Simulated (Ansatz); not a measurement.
[InMeH3]- (CH₆In⁻) was relaxed with PBE-D4 (def2-TZVPD) in Ansatz in these states: charge -1 singlet, neutral doublet. The geometries follow in no particular order.

In the def2 sets In takes a core potential; there is no spin–orbit coupling.

A:

```xyz
8

In   -1.223   -0.573   -0.030
C     1.214    0.569    0.030
H     1.251    0.677    1.113
H     0.940    1.430   -0.579
H     1.735   -0.265   -0.437
H    -1.219   -0.688   -1.769
H    -1.996    0.783    0.744
H    -0.703   -1.933    0.927
```

B:

Cartesian coordinates in Å:
```
In -0.317 -0.556 0.832
C 0.362 0.633 -0.948
H -0.191 0.333 -1.854
H 1.437 0.478 -1.136
H 0.194 1.711 -0.787
H 0.648 -0.064 2.269
H -0.070 -2.307 0.498
H -2.063 -0.228 1.126
```

Question: Judge from the bond lengths which geometry belongs to which state (an estimate).

Answer: A is the neutral doublet (In1–C2 2.691 Å, In1–H7 1.742 Å, In1–H8 1.743 Å); B is the charge -1 singlet (In1–C2 2.246 Å, In1–H7 1.800 Å, In1–H8 1.800 Å).
